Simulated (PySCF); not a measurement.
From computed data to an observable: oscillator strength and radiative lifetime

C2H4ClFOSi, SMILES CC(=O)[Si@@H](F)Cl.

The structure is a stationary point at B3LYP-D3(BJ)/def2-SVP. The structure was generated by enumeration; whether it is a known compound was not checked. Other conformers were not sampled.

TDA-PBE/def2-SVPD run with PySCF puts the first singlet state with f over 0.02 at 5.67 eV (vertical), with the transition dipole (-0.343, -0.291, 0.029) in atomic units.

### Question
Find the oscillator strength, the wavelength and the radiative lifetime that this transition would have in vacuum if emission retraced absorption.

### Answer

|μ|² = 0.2032 au, so |μ| = 1.15 D. ΔE = 5.67/27.211 = 0.2084 hartree. f = (2/3) ΔE |μ|² = 0.028 (the program prints 0.028).
λ = 1239.84/5.67 = 219 nm; ν = 45732 cm⁻¹.
Einstein's coefficient A = 0.6670 ν² f s⁻¹ (ν in cm⁻¹) = 3.9e7 s⁻¹, so τ = 1/A = 25 ns. This state is S5; the lower singlets have f = 0.004, 0.001, 0.002, 0.006. The figure is the radiative limit of this one transition; relaxation, internal conversion, crossing to triplets and a medium change what is measured.
